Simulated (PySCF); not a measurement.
Molecule: SMILES C[CH2][Bi]([Cl])[CH2]C (C4H10BiCl), singlet. Atoms near the plane z = 1.0 Å, at the GFN2-xTB optimised geometry (x, y, z in Å): Bi1 (-1.4, -1.0, 0.0), C3 (0.9, -1.0, 0.0), C4 (1.5, -2.4, 0.2), H5 (1.2, -0.3, 0.8), H8 (1.2, -2.8, 1.1), H9 (2.6, -2.4, 0.2), C10 (-1.5, 1.3, 0.0), H12 (-1.4, 1.6, 1.0), H13 (-2.6, 1.5, -0.3).

Method: PySCF with PBE0/def2-TZVP, def2 effective core potentials past Kr. The core electrons that the potentials of Bi replace are not part of the density. The values are rescaled to run from 0 to 1.

```
|2222222222222222222222222222222|
|2222222222222222222222222222222|
|2222222222222222222222222222222|
|2222222222222222222222222222222|
|2222222222222222222222222222222|
|2222222222222222222222222222222|
|2222222222222222222222222222222|
|2222222233333322222222222222222|
|2222222333343332222222222222222|
|2222222333454332222222222222222|
|2222222333565332222222222222222|
|2222222223344322222222222222222|
|2222222222111112222222222222222|
|2222222221000011223333222222222|
|2222222221100001123333322222222|
|2222233333210000124543322222222|
|2222333445432100025654332222222|
|2222334567764200014543322222222|
|2222334578986310013443322222222|
|2222334679997521012332222222222|
|2222334578997532122222112222222|
|2222334567776533223221111222222|
|2222333455665433333321111222222|
|2222233344444433334321111222222|
|2222223333333333333322122222222|
|2222222333333333333222222222222|
|2222222222332222222222222222222|
|2222222222222222222222222222222|
|2222222222222222222222222222222|
|2222222222222222222222222222222|
|2222222222222222222222222222222|
```
Scale: ten equal steps from 0.000 (start of '0') to 1.00 (end of '9'), in the order '0123456789'; x runs from -5.50 to 5.50, y from -5.50 (bottom) to 5.50 (top).

### Question
Which quantity is mapped?
A) deformation density (molecule minus spherical neutral atoms)
B) electrostatic potential
C) an orbital amplitude
D) Laplacian of the electron density

### Answer
C, an orbital amplitude. In full: HOMO amplitude (bohr^(-3/2)).
